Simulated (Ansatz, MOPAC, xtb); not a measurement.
Spectroscopic constants of NiF+, multiplicity 3 (lowest of 2S+1 = 1, 3, 5 at CCSD(T)/def2-TZVPP on PBE0 minima; our sources give no spin for the ground state, which may be another). No spin–orbit coupling. Ni is treated without relativity. The T1 diagnostic near the minimum is 0.050, so single-reference values are doubtful.

The constants come from a fifth-degree fit in 1/R (seven points, main isotopes). In def2 and cc sets the state is the lowest found near the PBE0 minimum, followed along R.

Correlated levels freeze the inner cores; with def2 sets outer-core shells near the valence are correlated too. The state that PM6 reach isn't checked.

Run with Ansatz (Gaussian orbitals); MOPAC for PM6 (differences of heats of formation); xtb for the GFN methods. Values without a source in brackets are computed. The GFN methods have no spin term and hold the electronic entropy of 300 K.

```
level               r_e (Å)  ω_e (cm⁻¹)  ω_e x_e (cm⁻¹)
------------------  -------  ----------  --------------
PM6                   1.688         703             2.2
GFN1-xTB              1.622         601             2.9
B3LYP/def2-TZVPP      1.687         742             4.4
PBE0/def2-TZVPP       1.677         764             4.1
wB97X-V/def2-TZVPP    1.675         779             3.8
wB97M-V/def2-TZVPP    1.681           …             3.5
B2PLYP/def2-TZVPP     1.706         755             3.7
CCSD(T)/def2-TZVPP        …           …             3.7
```

**Question.** What belongs in the gaps?

**Answer.** 
- CCSD(T)/def2-TZVPP, r_e (Å): 1.680
- CCSD(T)/def2-TZVPP, ω_e (cm⁻¹): 768
- wB97M-V/def2-TZVPP, ω_e (cm⁻¹): 768

Doubts at one or more of the structures used: T1 above 0.05 (CCSD(T)/def2-TZVPP).

Ansatz is a quantum-chemistry and plane-wave program.
